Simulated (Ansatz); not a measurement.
`N#[C][Ge]([Cl])([Cl])[C]#N`. The species carries charge 0 and has multiplicity 1. Geometry: relaxed with PBE0-D4/def2-TZVP.

```xyz
7

N     1.094    0.213   -2.571
C     0.531    0.044   -1.582
Ge   -0.414   -0.246    0.046
Cl   -0.532   -2.315    0.418
Cl   -2.329    0.619   -0.104
C     0.541    0.591    1.464
N     1.110    1.094    2.329
```

Task: What is the dipole moment at ωB97M-V/def2-TZVPP? (Estimate.)

Result: Computed: 2.51 D, with components (-2.15, -1.27, 0.24) D in this frame, pointing from negative to positive charge.

Task: And with PBE, r2SCAN, B3LYP? (Estimate.)

Result: Computed: PBE 2.45 D, r2SCAN 2.45 D, B3LYP 2.52 D.

Task: Give the Mulliken charges with ωB97M-V, r2SCAN, B3LYP in def2-TZVPP. (An estimate is asked.)

Result: Computed: 
| atom | ωB97M-V | r2SCAN | B3LYP |
| --- | --- | --- | --- |
| N1 | 0.00 | -0.04 | 0.03 |
| C2 | -0.15 | -0.12 | -0.17 |
| Ge3 | 0.61 | 0.70 | 0.66 |
| Cl4 | -0.16 | -0.20 | -0.19 |
| Cl5 | -0.16 | -0.20 | -0.19 |
| C6 | -0.15 | -0.12 | -0.17 |
| N7 | 0.00 | -0.04 | 0.03 |

B3LYP here is the variant with VWN-RPA as its local correlation; programs differ in this.
